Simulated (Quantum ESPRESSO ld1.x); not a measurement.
The numbers below are computed, except where a source is named.
Q: The mean radii <r> (bohr) of the occupied orbitals of an atom or ion are listed with their occupations. Code: ld1.x of Quantum ESPRESSO 7.5. Model: scalar-relativistic Kohn-Sham, LDA (Slater exchange, VWN5 correlation), spin-polarised, spherical densities, point nucleus.

| orbital | occ. | <r> |
|---|---|---|
| 1s up | 1 | 0.3805 |

Name the element and its charge. Open shells, if any, are filled with parallel spins first.

A: Z = 4, beryllium, charge +3: Be3+ in 1s1. The 1s radius gives Z: for a bare nucleus <r> = (2 gamma + 1)/(2Z) with gamma = sqrt(1 - (Z/c)^2), 0.3749 bohr for Z = 4, and the self-interaction of the functional makes it slightly larger (0.3805 here). The occupations add up to 1, and the charge is Z minus that.
